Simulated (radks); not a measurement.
Results of a calculation; reference values are marked as such.
Spin polarisation of the 3d8 shell in the nickel ion Ni2+. Start: [Ar] 3d(up 4, down 4); electrons of 3d are moved from spin down to spin up, other shells keep equal spins. Code: a radial shooting solver on a logarithmic mesh with Libxc functionals. Model: non-relativistic Kohn-Sham, PBEsol, spin-polarised, spherical densities, point nucleus.

moment (Bohr magnetons),E - E(0) (eV),e(3d up) (eV),e(3d down) (eV),3p down minus up (eV),3s down minus up (eV)
0,0.000,-28.534,-28.534,0.000,0.000
0.5,-0.064,-28.784,-28.270,0.552,0.560
1,-0.257,-29.021,-27.992,1.104,1.120
1.5,-0.579,-29.243,-27.700,1.656,1.680
2,-1.029,-29.452,-27.393,2.209,2.241

At moment 2 the spin-polarisation energy is -1.029 eV and the 3d exchange splitting 2.059 eV, that is 1.029 eV per Bohr magneton; E = -I m^2/4 would give I = 1.029 eV.
